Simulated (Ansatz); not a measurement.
Compare A (`C[C]1=[N][AlH]1`) with its isomer B (`C#[C][AlH][NH2]`).

Isolated molecules relaxed with PBE0-D4/def2-TZVP in Ansatz; ΔE leaves out vibrations. CBS: MP2 limit from def2 TZ/QZ plus the TZ coupled-cluster correction, frozen cores. DFT in def2-TZVPP. B3LYP here is the variant with VWN-RPA as its local correlation; programs differ in this. Each species was taken in one conformer, which may not be the lowest.

Question: Which isomer does CCSD(T)/CBS put lower? Give the gap. (An estimate is asked.)

Answer: Computed: B, by 34.7 kcal/mol.

Question: Give E(B) − E(A) in kcal/mol with CCSD(T)/def2-SVP, PBE0-D4, B3LYP-D4, B2PLYP, HF/def2-TZVPP, CCSD/def2-TZVPP, CCSD(T)/def2-TZVPP. (Best estimate.)

Answer: Computed: CCSD(T)/def2-SVP -28.5, PBE0-D4 -26.7, B3LYP-D4 -32.5, B2PLYP -34.2, HF/def2-TZVPP -39.7, CCSD/def2-TZVPP -35.6, CCSD(T)/def2-TZVPP -34.2. None reverses the order clearly.

Question: Does the order hold for the free energy at 298.15 K (harmonic terms from PBE0-D4)? (Estimate.)

Answer: Ansatz gave: Yes: G(B) − G(A) = -36.1 kcal/mol, for one conformer each.

Largest T1 diagnostic: 0.017.

From PBE to PBE0 (25 % exact exchange), in def2-TZVPP and without D4, E(B) − E(A) moves by −1.8 kcal/mol. Leaving LDA and LC-ωPBE aside and taking each functional with its dispersion term where it has one, the values, not all of them listed here, spread over 9.9 kcal/mol, from BHLYP-D4 to revPBE-D4. LDA lies +3.7 kcal/mol from PBE without D4.
